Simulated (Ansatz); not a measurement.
`CC(C)(C)C#CC#CC#CC#CC#CC#CC#CC#CC#CC(C)(C)C`. Charge 0, multiplicity 3. Geometry PBE-D4/def2-SVP, that of the neutral singlet; atoms count from 1.

```xyz
44

C     6.726    6.764   -8.896
C     7.173    5.294   -8.696
C     7.018    4.511  -10.024
C     8.649    5.252   -8.228
C     6.329    4.673   -7.673
C     5.615    4.143   -6.807
C     4.838    3.570   -5.866
C     4.118    3.039   -4.986
C     3.349    2.473   -4.055
C     2.619    1.938   -3.177
C     1.854    1.374   -2.249
C     1.128    0.838   -1.364
C     0.365    0.274   -0.438
C    -0.365   -0.264    0.444
C    -1.129   -0.829    1.369
C    -1.855   -1.368    2.251
C    -2.619   -1.933    3.179
C    -3.345   -2.468    4.062
C    -4.113   -3.035    4.992
C    -4.839   -3.573    5.864
C    -5.616   -4.147    6.804
C    -6.328   -4.674    7.673
C    -7.173   -5.296    8.695
C    -6.601   -4.963   10.095
C    -8.613   -4.740    8.568
C    -7.179   -6.830    8.479
H     6.823    7.341   -7.956
H     7.360    7.245   -9.669
H     5.670    6.817   -9.227
H     5.967    4.524  -10.373
H     7.653    4.974  -10.807
H     7.329    3.455   -9.901
H     9.298    5.719   -8.996
H     8.780    5.804   -7.277
H     8.986    4.208   -8.073
H    -5.569   -5.349   10.205
H    -7.234   -5.430   10.878
H    -6.583   -3.869   10.267
H    -9.263   -5.206    9.337
H    -9.039   -4.963    7.570
H    -8.630   -3.643    8.714
H    -6.157   -7.248    8.561
H    -7.817   -7.313    9.249
H    -7.581   -7.090    7.480
```

Single mean-field runs in def2-TZVP are fitted with def2-universal-jkfit. At PBE0-D4/def2-TZVP a singlet of charge 0 lies 1.31 eV below the triplet at the same geometry.

Question: Estimate the Mulliken populations of the heavy atoms from the PBE0/def2-TZVP orbitals of Ansatz.

Answer: 
| atom | charge (e) | spin (α − β) |
| --- | --- | --- |
| C1 | -0.37 | 0.01 |
| C2 | -0.03 | -0.01 |
| C3 | -0.37 | 0.00 |
| C4 | -0.37 | 0.01 |
| C5 | -0.08 | 0.31 |
| C6 | 0.22 | -0.19 |
| C7 | -0.04 | 0.37 |
| C8 | -0.05 | -0.22 |
| C9 | -0.04 | 0.40 |
| C10 | -0.02 | -0.18 |
| C11 | -0.02 | 0.34 |
| C12 | -0.02 | -0.03 |
| C13 | -0.02 | 0.18 |
| C14 | -0.02 | 0.18 |
| C15 | -0.02 | -0.03 |
| C16 | -0.02 | 0.34 |
| C17 | -0.02 | -0.18 |
| C18 | -0.04 | 0.40 |
| C19 | -0.05 | -0.22 |
| C20 | -0.04 | 0.37 |
| C21 | 0.22 | -0.19 |
| C22 | -0.08 | 0.31 |
| C23 | -0.03 | -0.01 |
| C24 | -0.37 | 0.00 |
| C25 | -0.37 | 0.01 |
| C26 | -0.37 | 0.00 |
Mulliken values depend strongly on the basis.

Question: Where does the spin sit?

Answer: Summed by element: C 1.99, H 0.01, of 2 unpaired in all. Largest on single atoms: C18 0.40, C9 0.40, C20 0.37.

Question: And the Mayer bond orders between heavy atoms (over 0.3)?

Answer: C1–C2 0.98 (1.55 Å); C2–C3 0.98 (1.55 Å); C2–C4 0.98 (1.55 Å); C2–C5 1.16 (1.46 Å); C5–C6 2.39 (1.24 Å); C6–C7 1.48 (1.35 Å); C7–C8 2.37 (1.26 Å); C8–C9 1.58 (1.33 Å); C9–C10 2.21 (1.26 Å); C10–C11 1.66 (1.33 Å); C11–C12 2.08 (1.26 Å); C12–C13 1.75 (1.33 Å); C13–C14 2.04 (1.26 Å); C14–C15 1.75 (1.33 Å); C15–C16 2.08 (1.26 Å); C16–C17 1.66 (1.33 Å); C17–C18 2.21 (1.26 Å); C18–C19 1.58 (1.33 Å); C19–C20 2.37 (1.26 Å); C20–C21 1.48 (1.35 Å); C21–C22 2.39 (1.24 Å); C22–C23 1.16 (1.46 Å); C23–C24 0.98 (1.55 Å); C23–C25 0.98 (1.55 Å); C23–C26 0.98 (1.55 Å).
